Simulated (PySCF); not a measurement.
SMILES C(/C=C/C=O)=C(\[O-])Br, [C5H4BrO2]-, charge -1

Geometry:
```csv
atom,x (Å),y (Å),z (Å)
O1,3.338,-0.122,0.115
C2,2.195,0.301,-0.008
C3,0.976,-0.443,0.059
C4,-0.246,0.178,-0.100
C5,-1.511,-0.419,-0.059
C6,-2.767,0.177,-0.216
O7,-3.887,-0.236,-0.198
Br8,-2.644,2.282,-0.559
H9,2.025,1.402,-0.197
H10,1.049,-1.521,0.240
H11,-0.233,1.261,-0.279
H12,-1.588,-1.498,0.116
```

Total charge -1.

Level of theory: quadratic response CAM-B3LYP/aug-cc-pVDZ first hyperpolarisability, Taylor convention, gas phase in PySCF 2.14.0. Geometry: PBE0-D3(BJ)/def2-SVP.

The calculation is non-relativistic, which matters for the atoms heavier than Zn. For a gas-phase anion, states above the detachment energy (about 3.2 eV, taken as minus the energy of the highest occupied orbital) lie in the continuum and depend on the basis.

(1) What is the first hyperpolarisability, and how does it disperse?

(2) Which lowest excitations and polarisabilities go with it?

Results:

(1) In au, Taylor convention; the vector part is βᵢ = ⅓ Σⱼ (βᵢⱼⱼ + βⱼᵢⱼ + βⱼⱼᵢ):
| process | λ (nm) | β vector norm | β HRS | depolarisation ratio |
| --- | --- | --- | --- | --- |
| static β(0;0,0) | ∞ | 705.8 | 340.9 | 3.38 |
| second harmonic β(−2ω;ω,ω) | 1907 | 788.3 | 378.3 | 3.49 |
| Pockels β(−ω;ω,0) | 1907 | 731.3 | – | – |
| second harmonic β(−2ω;ω,ω) | 1064 | 1062.7 | 501.7 | 3.75 |
| Pockels β(−ω;ω,0) | 1064 | 794.8 | – | – |

(2) S1 3.92 eV (f = 0.000); S2 4.16 eV (f = 0.851); S3 4.34 eV (f = 0.000); isotropic α 128.2 au static, 129.5 au at 1907 nm, 132.5 au at 1064 nm, 133.6 au at 953.5 nm, 149.8 au at 532 nm.
